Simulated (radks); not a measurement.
Spherical quantum dot in the effective-mass picture: electrons in a parabolic well V = omega^2 r^2 / 2 with omega = 0.108, all in effective atomic units (hartree* = m*/eps^2 hartree, bohr* = eps/m* bohr), one dielectric constant everywhere. Method: non-relativistic Kohn-Sham, LDA (Slater exchange, Perdew-Wang correlation), spin-polarised, spherical densities; computed with a radial shooting solver with Libxc functionals. Levels are named by radial order and angular momentum (1s, 1p, 1d, 2s, ...), and open shells are averaged over m. Results are scaled to m* = 0.103 and eps = 7.3, for which hartree* = 52.59 meV and bohr* = 3.75 nm.

N = 14, configuration 1s2 1p6 1d(up 5, down 1). This is the lowest configuration that the search found. Occupied and some empty levels:

| level | occupation | eigenvalue (meV) | <r> (nm) |
|---|---|---|---|
| 1s up | 1 | 96.323 | 25.47 |
| 1s down | 1 | 96.872 | 24.46 |
| 1p up | 3 | 97.794 | 29.47 |
| 1p down | 3 | 98.469 | 29.24 |
| 1d up | 5 | 99.739 | 32.17 |
| 1d down | 1 | 100.45 | 32.24 |
| 2s up | 0 | 100.98 | 24.91 |
| 2s down | 0 | 101.30 | 25.43 |
| 1f up | 0 | 102.09 | 34.30 |
| 1f down | 0 | 102.78 | 34.52 |
| 2p up | 0 | 103.86 | 28.63 |
| 2p down | 0 | 104.25 | 28.64 |

Energy (meV): total 827.133, kinetic 45.056, external 293.82, Hartree 582.22, exchange-correlation -93.969.

Electron density:

| r (nm) | n(r) (e/nm^3) |
|---|---|
| 2.80 | 0.00002574 |
| 5.92 | 0.00002875 |
| 9.03 | 0.00003383 |
| 12.2 | 0.00004076 |
| 15.3 | 0.00004895 |
| 18.4 | 0.00005734 |
| 21.5 | 0.00006430 |
| 24.6 | 0.00006777 |
| 27.7 | 0.00006578 |
| 30.9 | 0.00005745 |
| 34.0 | 0.00004407 |
| 37.1 | 0.00002903 |
| 40.2 | 0.00001618 |
| 43.4 | 7.432e-06 |
| 46.5 | 2.854e-06 |
| 49.6 | 9.103e-07 |
| 52.7 | 2.410e-07 |
| 55.8 | 5.338e-08 |
| 58.9 | 9.882e-09 |
| 62.0 | 1.528e-09 |
